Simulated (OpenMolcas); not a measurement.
**Worked example: vertical ionisation energy of C8H18 (3-ethylhexane)**

C8H18 has 26 atoms, charge 0, and is taken as a singlet. SMILES: `CCCC(CC)CC`. The coordinates come from a PBE0-D4/def2-TZVP relaxation. This is one conformer, not always the lowest.

Both states at this one shape; open shells run unrestricted unless said. 1 Eh = 27.2114 eV.

```
                                level     program  singlet C8H18 (Eh)  doublet [C8H18]+ (Eh)  HOMO of the first (eV)
                BMK/ANO-RCC-MB (DKH2)  OpenMolcas         -315.297510            -314.857387                  -10.54
               BMK/ANO-RCC-VDZ (DKH2)  OpenMolcas         -315.565988            -315.186678                   -9.09
BMK/ANO-RCC-VDZP (DKH2, RICD fitting)  OpenMolcas         -315.679883            -315.304709                   -9.04
```

Problem. Work out the vertical ionisation energy at each level.

Solution. 
1. BMK/ANO-RCC-MB (DKH2): -314.857387 − (-315.297510) = 0.440123 Eh = 11.98 eV; −ε(HOMO) = 10.54 eV.
2. BMK/ANO-RCC-VDZ (DKH2): -315.186678 − (-315.565988) = 0.379310 Eh = 10.32 eV; −ε(HOMO) = 9.09 eV.
3. BMK/ANO-RCC-VDZP (DKH2, RICD fitting): -315.304709 − (-315.679883) = 0.375174 Eh = 10.21 eV; −ε(HOMO) = 9.04 eV.

No measured value is set beside it here; the levels span 10.21 to 11.98 eV. Minimal sets are far from the basis-set limit.
